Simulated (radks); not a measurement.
Values are calculated unless marked as measured or tabulated.
The iron ion Fe+ inside a hard spherical wall (all orbitals vanish at R), configuration held at [Ar] 3d6 4s1 and not refilled when levels cross. Code: a radial shooting solver on a logarithmic mesh with Libxc functionals. Model: non-relativistic Kohn-Sham, PBEsol, spin-polarised, spherical densities, point nucleus; open shells are filled with parallel spins first. Eigenvalues in eV for spin up, with the zero of energy where the potential of the charges vanishes at infinity; a dash marks a level that is unbound or too diffuse for the functional's potential to be trusted. A positive occupied level is held by the wall or, in an anion where self-interaction has pushed it up, behind a barrier. The pressure on the wall is -dE/dV.

R (bohr)  E (hartree)  kinetic (hartree)    e(3s)    e(3p)    e(3d)    e(4s)  e(4p, empty)  e(5s, empty)  pressure (GPa)
free      -1261.98344           1260.898  -101.61  -69.434  -17.597  -12.916        -7.826             -               0
20        -1261.98344           1260.898  -101.61  -69.434  -17.597  -12.916        -7.826             -        < 0.0001
15        -1261.98344           1260.898  -101.61  -69.434  -17.597  -12.916        -7.826             -        < 0.0001
10        -1261.98343           1260.898  -101.61  -69.433  -17.596  -12.915        -7.820        -2.908        0.000396
7         -1261.98203           1260.912  -101.54  -69.365  -17.530  -12.840        -7.580         0.412           0.106
6         -1261.97681           1260.951  -101.37  -69.194  -17.369  -12.620        -7.088         4.164           0.655
5         -1261.95368           1261.088  -100.85  -68.673  -16.875  -11.816        -5.660        12.141            4.16
2         -1257.08965           1278.808  -74.071  -41.646   13.323   72.507        89.804        285.44            6690
1.5       -1244.01979           1320.727  -33.401    1.484   61.156   226.23        243.47        641.01           54100
